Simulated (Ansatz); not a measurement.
Consider the cleavage of the Si–Si bond: `[AlH2][SiH]([SiH3])[SiH3]` + `C=C[Si](N)(O)F` → `C=C[Si](N)(F)O[SiH3]` + `[AlH2][SiH2][SiH3]`.

Gas-phase electronic energies from Ansatz, PBE0-D4/def2-TZVP geometries. CCSD(T)/CBS adds triple-zeta CCSD(T) − MP2 to the extrapolated MP2 energy (def2 sets, frozen cores). DFT in def2-TZVPP. Each species was taken in one conformer, which may not be the lowest.

| level | ΔE (eV) |
| --- | --- |
| PBE0-D4 | -0.70 |
| SCS-MP2/def2-TZVPP | -0.99 |
| MP2/def2-QZVPP | -0.92 |
| SCS-MP2/def2-QZVPP | -1.00 |

Task: What does CCSD(T)/CBS give? (Estimate.)

Result: Ansatz gave: -0.88 eV. The listed levels differ from it by 0.18, -0.11, -0.04, -0.12 eV.

Largest T1 diagnostic among the species: 0.014.

From PBE to PBE0 (25 % exact exchange), in def2-TZVPP and without D4, ΔE moves by −0.09 eV. In def2-TZVPP, CCSD(T) changes the Hartree–Fock value by +0.35 eV (the triples alone add +0.06 eV) and MP2 by +0.33 eV.
